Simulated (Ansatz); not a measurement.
Level of theory: frozen-core CCSD(T)/cc-pVTZ // CAM-B3LYP-D3(BJ)/def2-TZVP run with Ansatz (an electronic-structure program).

Ansatz 0.2 input:
```yaml
crystal:
  periodic: [false, false, false]
  atoms:
    - { symbol: F, position_ang: [0.122087, 1.415328, 0.968054] }
    - { symbol: Ga, position_ang: [-0.002375, -0.027653, -0.01893] }
    - { symbol: S, position_ang: [1.868578, -0.9516, -0.634784] }
    - { symbol: S, position_ang: [-2.011748, -0.708635, -0.500694] }
    - { symbol: H, position_ang: [2.599954, -0.025779, 0.00377] }
    - { symbol: H, position_ang: [-2.576498, 0.29834, 0.182584] }
basis:
  gaussian: { orbitals: cc-pVTZ }
correlation:
  method: ccsd_t
```

Output:

```
Functional definition: HF
1021 factors; integrals over basis functions are off by at most 6.0e-4 eV
mean field evaluation 1: about -76710.5161 eV, gradient 3.4e1 eV
mean field evaluation 2: about -76710.6584 eV, gradient 3.4e1 eV
mean field evaluation 4: about -76713.1634 eV, gradient 2.7e0 eV
mean field evaluation 8: about -76713.2173 eV, gradient 2.8e-1 eV
mean field evaluation 16: about -76710.5166 eV, gradient 3.4e1 eV
mean field -76713.21783844 eV, -2819.1587574761 hartree, gradient 3.5e-6 eV, S^2 0.000000; 0 other end points of the search recorded, 0 dependent functions left out
20 core orbitals not correlated
reference -76713.21783844 eV, -2819.1587574761 hartree; 17, 17 occupied and 132, 132 virtual orbitals, 1021 factors
second order -20.62110700 eV of doubles, -0.00000000 eV of singles
cycle   1  -20.85764488 eV  change   -2.4e-1 eV  update   1.1e-1
cycle   2  -21.39871018 eV  change   -5.4e-1 eV  update   3.4e-2
cycle   3  -21.51419624 eV  change   -1.2e-1 eV  update   1.8e-2
cycle   4  -21.50628426 eV  change    7.9e-3 eV  update   4.4e-3
cycle   5  -21.50249375 eV  change    3.8e-3 eV  update   1.8e-3
cycle   6  -21.50287204 eV  change   -3.8e-4 eV  update   5.1e-4
cycle   7  -21.50256324 eV  change    3.1e-4 eV  update   1.8e-4
cycle   8  -21.50250870 eV  change    5.5e-5 eV  update   5.1e-5
cycle   9  -21.50254507 eV  change   -3.6e-5 eV  update   1.9e-5
perturbative correction -0.93411767 eV, -0.0343281911 hartree
Total energy: -76735.65450118 eV, -2819.9832896236 hartree
```

Cost: very roughly 110 core-seconds.
